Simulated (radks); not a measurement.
The numbers below are computed, except where a source is named.
Task: Radial electron density D(r) = 4 pi r^2 rho(r) of an atom or ion with 11 electrons. Level of theory: scalar-relativistic Kohn-Sham, PBE, spin-polarised, spherical densities, finite nucleus; Fermi nuclear charge, rms radius of each element as measured or else 0.836 A^(1/3) + 0.57 fm (a radial shooting solver on a logarithmic mesh with Libxc functionals).

r (bohr)   D(r) (e/bohr)  spin D(r)
0.0007966          2.623     0.0393
0.0009887          3.758     0.0562
0.001227           5.352     0.0797
0.001523           7.567      0.112
0.00189            10.60      0.156
0.002346           14.68      0.215
0.002911           20.06      0.291
0.003613           26.93      0.385
0.004485           35.39      0.496
0.005566           45.30      0.617
0.006908           56.12      0.732
0.008573           66.81      0.814
0.01064            75.79      0.828
0.01321            81.24      0.737
0.01639            81.74      0.527
0.02034            77.42      0.242
0.02525            70.86     0.0178
0.03133            66.86     0.0738
0.03889            70.10      0.589
0.04826            80.87       1.46
0.0599             92.21       2.13
0.07434            92.77       1.85
0.09226            76.13      0.649
0.1145             48.53     0.0210
0.1421             24.37       1.66
0.1764             11.94       4.72
0.2189             7.389       5.96
0.2717             4.268       4.11
0.3372             1.562       1.55
0.4185            0.3002      0.300
0.5194           0.02626     0.0263
0.6446         0.0008859   0.000886

What is the nuclear charge?

Result: Z = 63. The innermost maximum, from 1s, lies near gamma/Z bohr with gamma = sqrt(1 - (Z/c)^2) = 0.888, here 0.0141 bohr (found: 0.0150), and its height grows with Z. The density is that of the europium ion Eu52+ in [Ne] 3s1; the configuration itself is not fixed sharply by these data, and Z only to a few units. D(r) has 2 maxima, at r = 0.0150, 0.0675 bohr, and minima at 0.0321 bohr, inside which lie 2.04 electrons.
